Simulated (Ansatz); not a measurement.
Relaxed structures of CH3Te, doublet (PBE0-D4/def2-TZVP; forces vanish, vibrations not checked; lower isomers may exist, and structures with a doubtful reference or unclear bonds are left out; Å). Program: Ansatz 0.2.0. Basis: def2-TZVPP. Cores are frozen in the correlated methods; orbitals are unrestricted. Filled d shells of the heavier atoms are correlated. Core potentials replace the inner electrons of the atoms past krypton. The def2 sets are not built for correlating such inner shells, so the correlated values are less sure here.

Task: Rank them by CCSD(T) energy, lowest first, and give each one's height above the lowest. Links in brackets join atoms within 1.22 times the sum of their covalent radii (1.1 for two metals). (Judge from chemistry; the value comes from the calculation.)
A.
CH₃Te ([CH3][Te])
```
5
angstrom
C -0.2456 -0.4454 0.2147
Te 1.4173 0.5518 -0.6820
H -1.1589 -0.2063 -0.3248
H -0.0693 -1.5180 0.2392
H -0.3203 -0.0677 1.2358
```
B.
CH₃Te ([CH][TeH2])
```
5
angstrom
C -0.1673 -0.7994 0.2749
Te 1.0782 0.5913 -0.6127
H -1.1897 -0.4233 0.0620
H 2.3655 0.3741 0.4205
H 0.9556 2.1884 -0.0334
```
C.
CH₃Te ([CH2][TeH])
```
5
angstrom
C -0.2993 -0.6343 0.0798
Te 1.3149 0.5917 -0.1096
H -1.3039 -0.2404 0.0630
H -0.1251 -1.6955 0.1815
H 0.4134 1.9785 -0.2147
```

Result: The calculation gives: A (0.0 kJ/mol), C (131.8 kJ/mol), B (431.8 kJ/mol). Heights count from the lowest.

The T1 diagnostic stays at or below 0.020. ⟨S²⟩ of the unrestricted Hartree–Fock references: 0.76 to 0.77 (a pure state has 0.75).

For scale, one of the runs: CCSD(T)/def2-TZVPP, 123 basis functions, launched by `ansatz run in.yaml --threads 2 --pin off --events-out ev --progress --plain --max-ram 4352MiB`. The run took 62 s on 2 CPU threads of an Arm Neoverse V2 (shared host), with 1.4 GiB of host memory at its peak.
